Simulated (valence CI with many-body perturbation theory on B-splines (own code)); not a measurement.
**Valence orbitals of Au LXV**

Method: valence CI with perturbative core correlation (CI+MBPT): five valence electrons over a frozen Dirac-Fock core [Ne], a basis of 9 s, 9 p, 8 d, 6 f, 3 g, 1 h functions for each j, with the one-electron correlation potential Σ1, the two-electron term Σ2, the three-electron term Σ3, Breit, model QED; selected CI, second order for the rest (own B-spline code, finite nucleus).

No measured spectrum was set against this ion. As an estimate, large intervals hold to a few tenths of a per cent, small ones and those within an open d or f shell to about a per cent. Among the levels kept, up to 640 cm⁻¹ of a level comes from second order outside the variational space, and about a tenth of that is noise between levels of different J, which matters for small intervals.

These are the spectroscopic orbitals of the CI (the correlating ones are not listed), shaped by the core and the other valence electrons. h is the expectation value of the core's Dirac-Fock operator, without the valence repulsion; Σ1 is computed up to l = 3 at one energy for each symmetry, that of its lowest orbital but kept below the first core excitation, so for empty shells it is not the orbital's own correlation shift; Breit and QED include the response of the core.

```tsv
Orbital	h (hartree)	Σ1 (cm⁻¹)	Breit (cm⁻¹)	QED (cm⁻¹)	⟨r⟩ (bohr)
3s1/2	-307.5	-7592	59862	51340	0.1702
4s1/2	-166.89	-2548	22988	20439	0.3170
5s1/2	-104.44	-1167	10901	9968	0.5111
6s1/2	-71.432	-637	6081	5603	0.7508
3p1/2	-300.94	-9994	100618	4450	0.1596
4p1/2	-164.16	-3299	38794	1790	0.3087
5p1/2	-103.07	-1518	18564	886	0.5045
6p1/2	-70.652	-831	10401	502	0.7461
3p3/2	-281.98	-8114	52790	8215	0.1719
4p3/2	-156.4	-2823	20641	3324	0.3253
5p3/2	-99.177	-1328	11230	1656	0.5253
6p3/2	-68.429	-736	6348	943	0.7709
3d3/2	-274.43	-10341	45324	-1196	0.1467
4d3/2	-153.49	-2932	16438	-345	0.3029
5d3/2	-97.748	-1312	7817	-147	0.5052
3d5/2	-270.11	-8803	21679	1049	0.1504
4d5/2	-151.63	-2482	7729	558	0.3075
5d5/2	-96.794	-1112	3798	306	0.5109
4f5/2	-150.08	-2441	1649	-274	0.2677
5f5/2	-96.016	-1190	1125	-143	0.4728
4f7/2	-149.27	-2275	516	150	0.2700
5f7/2	-95.601	-1101	349	74.0	0.4754
5g7/2	-95.423		36.7	-69.0	0.4183
5g9/2	-95.182		8.3	52.6	0.4199
```

Among the shells of the start configuration 3s2 3p3, Σ1 is largest in size for 3p1/2, where it is 0.015 % of h.

Lowest root of each symmetry, sizes in configuration state functions:

```
  J  Parity  Roots  Reference  Variational  Second order  Change by selected CI (cm⁻¹)  Change by second order (cm⁻¹)
1/2    even      5         44        40000        170209                        -20030                            -14
3/2    even      8         71        39989        334369                        -25537                            -73
5/2    even      7         74        39997        438746                        -26221                           -126
7/2    even      4         54        39989        374860                        -25654                           -133
9/2    even      2         34        39989        331540                        -25850                            -68
1/2     odd      7         67        39999        256101                        -20080                            -35
3/2     odd     11        110        39985        559111                        -19639                           -116
5/2     odd      9        114        39993        639600                        -19179                           -390
7/2     odd      6         93        39998        648567                        -21908                           -441
9/2     odd      3         57        39970        500483                        -21032                           -135
```
